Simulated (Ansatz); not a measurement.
Total energies of AlGe24PH30, a doped nanocrystal cut from the lattice of germanium (Al and P 4.7 A apart) from Ansatz at r2SCANh-D4/def2-SVP, gas phase (1 Eh = 27.2114 eV = 2625.5 kJ/mol). The reference geometry is relaxed at PBE-D4/def2-SVP.

Cartesian coordinates in Å:
```
Ge -0.250 -0.700 2.941
Ge -2.115 -3.612 0.823
Ge -4.196 -0.630 2.453
Ge -1.929 2.039 0.727
Ge -3.839 -0.793 -1.436
Ge 1.939 -3.564 1.225
Ge 3.689 -0.674 3.419
Ge 1.870 2.069 1.157
Ge 4.129 -0.723 -0.594
Al 0.168 -0.894 -1.235
Ge -1.697 2.136 -3.219
Ge 2.271 2.150 -2.829
Ge 0.072 4.961 -0.932
Ge -2.254 -2.100 2.749
Ge 1.728 -2.129 3.205
Ge -0.080 -4.964 1.106
Ge -0.011 0.519 0.825
Ge -1.893 -2.286 -1.235
P -3.828 0.617 0.479
Ge -1.905 3.536 -1.216
Ge -3.757 0.802 -3.308
Ge 2.210 -2.242 -0.833
Ge 3.888 0.694 1.395
Ge 2.055 3.524 -0.809
Ge 4.270 0.742 -2.565
Ge 0.302 0.706 -3.129
H -0.427 0.258 4.164
H -3.388 -4.520 0.842
H -4.392 0.475 3.532
H -5.564 -1.325 2.188
H -2.336 2.762 2.055
H -5.267 -1.413 -1.261
H 3.147 -4.522 1.491
H 3.538 0.236 4.675
H 4.967 -1.545 3.613
H 1.654 2.939 2.439
H 5.488 -1.486 -0.458
H -1.738 3.107 -4.445
H 2.488 3.120 -4.037
H -0.089 5.813 0.363
H 0.143 5.941 -2.141
H -2.573 -2.879 4.065
H 1.557 -3.008 4.486
H -0.226 -5.812 2.408
H 0.009 -5.959 -0.090
H -2.166 -3.275 -2.419
H -4.985 1.455 0.354
H -3.232 4.362 -1.225
H -5.035 1.693 -3.228
H -3.857 -0.054 -4.605
H 2.614 -3.277 -1.936
H 5.128 1.637 1.525
H 3.311 4.441 -0.653
H 5.526 1.659 -2.443
H 4.453 -0.126 -3.848
H 0.415 0.116 -4.575
```

```json
{"state": "charge 0 singlet", "geometry": "reference", "energy (Eh)": "-50443.90600"}
{"state": "charge 1 doublet", "geometry": "reference", "energy (Eh)": "-50443.63767"}
{"state": "charge -1 doublet", "geometry": "reference", "energy (Eh)": "-50443.93876"}
{"state": "free Ge atom (triplet)", "geometry": "–", "energy (Eh)": "-2076.64107"}
{"state": "free Al atom (doublet)", "geometry": "–", "energy (Eh)": "-242.24569"}
{"state": "free P atom (quartet)", "geometry": "–", "energy (Eh)": "-341.12587"}
{"state": "free H atom (doublet)", "geometry": "–", "energy (Eh)": "-0.49922"}
```

Single mean-field runs in def2-SVP are fitted with def2-universal-jkfit.

(1) Work out the vertical ionisation energy to the doublet.

(2) Work out the vertical electron affinity, to the doublet.

(3) Give the fundamental gap IE − EA, the Mulliken electronegativity (IE + EA)/2 and the hardness (IE − EA)/2.

(4) What is the binding energy per atom against free atoms?

(1) E(charge 1 doublet) − E(charge 0 singlet) = -50443.63767 − (-50443.90600) = 0.26833 Eh = 7.30 eV. For comparison, −ε of the highest occupied level is 6.08 eV at this level, 1.22 eV less.

(2) E(charge 0 singlet) − E(charge -1 doublet) = -50443.90600 − (-50443.93876) = 0.03276 Eh = 0.89 eV. The basis lacks diffuse functions, which makes affinities too small.

(3) From the values in Eh: IE − EA = 0.26833 − 0.03276 = 0.23557 Eh = 6.41 eV; (IE + EA)/2 = 4.10 eV; (IE − EA)/2 = 3.21 eV. The HOMO–LUMO gap of the same run is 4.09 eV, 2.32 eV smaller than the fundamental gap.

(4) Atoms: 24 × (-2076.64107) + 1 × (-242.24569) + 1 × (-341.12587) + 30 × (-0.49922) = -50437.73384 Eh. Binding: -50437.73384 − (-50443.90600) = 6.17216 Eh = 167.95 eV, or 3.00 eV for each of 56 atoms (no zero-point energy, no counterpoise term).

At r2SCANh-D4/def2-SVP the highest occupied level of the charge -1 doublet lies above zero (up to 0.26 eV). By energy differences its removal costs 0.89 eV (vertical, to the charge 0 singlet, at r2SCANh-D4/def2-SVP); self-interaction error and the lack of diffuse functions both raise the level.
